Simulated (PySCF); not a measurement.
## Static response to an electric field

Compound: CH9ClO2Si3.
Numbering: `[SiH3:1][O:2][SiH2:3][O:4][SiH2:5][CH2:6][Cl:7]` (hydrogens: H8, H9, H10 on Si1; H11, H12 on Si3; H13, H14 on Si5; H15, H16 on C6)

Geometry (GFN2-xTB, Å), atoms numbered from 1 in this order:
```
atom  x, y, z in Å
Si1    2.2235    0.9992    0.4245
O2     1.9156   -0.3203   -0.4678
Si3    1.0100   -1.5422   -1.0062
O4    -0.4969   -1.4357   -0.4121
Si5   -1.6455   -0.7735    0.5120
C6    -1.9152    1.0273   -0.0694
Cl7   -3.2151    1.7890    0.8840
H8     3.6807    1.0824    0.4297
H9     1.6027    2.1415   -0.2494
H10    1.6626    0.8115    1.7623
H11    0.8969   -1.3890   -2.4477
H12    1.5797   -2.7728   -0.4808
H13   -1.2254   -0.7651    1.9115
H14   -2.8304   -1.5814    0.2447
H15   -1.0294    1.6462    0.0655
H16   -2.2215    1.0920   -1.1123
```

Level: B3LYP/def2-SVPD (PySCF), static field, nuclei fixed, core orbitals frozen in the response. The polarisability tensor in these axes (au):

```
x   115.17  -6.59  -5.53
y    -6.59 107.25   5.37
z    -5.53   5.37  96.18
```

Question: What are the eigenvalues, a third of the trace, and Δα (Δα² = ½Σ(αi − αj)² over the three pairs)?

Answer: Principal values 93.60, 103.85 and 121.15 au; mean 106.20 au = 15.74 Å³ = 17.51 × 10⁻⁴⁰ C²·m²/J; Δα = 24.12 au (23 % of the mean).

Question: What is the dipole moment, and where does it point?

Answer: (1.49, -0.33, -0.63) D, 1.66 D in size, pointing from the negative to the positive side. Measured along this direction, the outermost atoms are Cl7 at the negative end and H8 at the positive end.

Question: In TDDFT the mean static polarisability is Σ f/ω² over all singlet excitations (ω in hartree). How much of it do the 8 lowest give? Their energies (eV) and oscillator strengths: 6.33, 0.0105; 6.85, 0.0120; 6.89, 0.0082; 7.01, 0.0028; 7.16, 0.0042; 7.29, 0.0043; 7.32, 0.0086; 7.46, 0.0020.

Answer: They add up to 0.82 au, 0.8 % of the 106.20 au; the largest single term is 0.19 au, from the state at 6.33 eV. Terms in order: 0.19, 0.19, 0.13, 0.04, 0.06, 0.06, 0.12, 0.03 au. Higher excitations give the rest. The strengths listed sum to 0.053.

Question: How large is μ²/3kT at 500 K beside α?

Answer: In Gaussian units μ²/3kT = 13.25 Å³ against 15.74 Å³, a ratio of 0.84; the Debye molar polarisation (4π/3)N_A(α + μ²/3kT) is 73.1 cm³/mol, leaving out the vibrational part.

Question: What molar refraction does this α imply?

Answer: Lorentz–Lorenz: R = (4π/3)N_A α = 2.5225 cm³/(mol·Å³) × 15.74 Å³ = 39.7 cm³/mol, in the limit of long wavelengths.

One conformer (not necessarily the lowest) at the GFN2-xTB geometry, without solvent, vibrations or thermal averaging.
